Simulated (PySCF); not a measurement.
Compound: SnH3(SiMe3), C3H12SiSn.
Cartesian coordinates in Å at the PBE0-D3(BJ)/def2-SVP level; atoms count from 1:
```xyz
17
C3H12SiSn angstrom
Sn     1.132    1.923    0.780
H      1.152    2.006    2.499
H      2.772    1.959    0.261
H      0.402    3.378    0.223
Si    -0.104   -0.173   -0.069
C      0.781   -1.710    0.572
C     -1.877   -0.148    0.572
C     -0.105   -0.170   -1.954
H      0.266   -2.620    0.222
H      0.799   -1.732    1.672
H      1.822   -1.751    0.216
H     -1.904   -0.137    1.672
H     -2.421    0.738    0.210
H     -2.420   -1.043    0.227
H     -0.640    0.706   -2.350
H      0.920   -0.152   -2.356
H     -0.604   -1.076   -2.337
```

Computed with PySCF 2.14.0, density-fitted response routines, TDDFT wB97X-D/def2-SVPD, vertical, gas phase, core orbitals frozen in the response, def2 core potentials past Kr. Spin–orbit coupling is left out.

Computed states:

| state | E (eV) | f |
| --- | --- | --- |
| S1 | 6.73 | 0.042 |
| S2 | 6.75 | 0.041 |
| S3 | 6.78 | 0.106 |
| S4 | 7.36 | 0.569 |
| S5 | 7.92 | 0.0000 |
| S6 | 8.03 | 0.112 |
| S7 | 8.03 | 0.109 |
| S8 | 8.05 | 0.026 |
| S9 | 8.06 | 0.023 |

Broadening: Gaussians 0.25 eV wide at half height, area fixed by f = 4.319×10⁻⁹ ∫ε dν̃. The cross-section is σ = 3.8235×10⁻²¹ ε cm², given in Mb (10⁻¹⁸ cm²). The width is an assumption, not a result. The curve ends short of the highest state used, and states not computed would add to its high-energy end.

Problem. What does the envelope look like, and where are its maxima?

Solution. 
λ (nm), σ (Mb) and a bar:
```
    166.2     147.11 ###################
    167.2     202.19 ##########################
    168.2     232.74 ##############################
    169.2     225.79 #############################
    170.2     185.71 ########################
    171.2     130.26 #################
    172.2      78.36 ##########
    173.2      40.70 #####
    174.2      18.56 ##
    175.2       8.13 #
    176.2       5.23 #
    177.2       7.46 #
    178.2      14.28 ##
    179.2      25.69 ###
    180.1      39.20 #####
    181.1      55.48 #######
    182.1      69.21 #########
    183.1      76.43 ##########
    184.1      75.02 ##########
    185.1      65.70 ########
    186.1      51.54 #######
    187.1      36.34 #####
    188.1      23.11 ###
    189.1      13.30 ##
    190.1       6.95 #
    191.1       3.31 
    192.1       1.44 
    193.1       0.57 
    194.1       0.21 
    195.1       0.07
```

Maxima: 183 nm (6.76 eV), ε about 20000, made up of S1 (22%), S2 (22%) and S3 (56%); 169 nm (7.36 eV), ε about 61000, made up of S4 (100%) (ε in L mol⁻¹ cm⁻¹; maxima over ε = 5, shares over 10%).

Problem. Coming from long wavelengths, where does ε first pass 100 L mol⁻¹ cm⁻¹?

Solution. At about 194 nm (6.41 eV), 0.32 eV below S1.

Problem. On this curve, what absorbance would a 10⁻³ mol/L sample give at 193 nm over a 1 cm path?

Solution. 193 nm is 6.424 eV, where ε is about 160 L mol⁻¹ cm⁻¹, so A = ε c l ≈ 0.16 (Beer–Lambert, with the gas-phase spectrum and the assumed width).

Problem. What would ε be at 7.36 eV, the highest of these maxima, with half the width (0.125 eV)?

Solution. About 123000 L mol⁻¹ cm⁻¹ against 61400, a factor of about 2.00; a lone state at its own centre would give exactly 2.

Time: 1.9 min wall (with the writing of density and orbital grids); peak memory 0.99 GiB. Hardware: one thread, AMD EPYC (x86_64) (shared host).
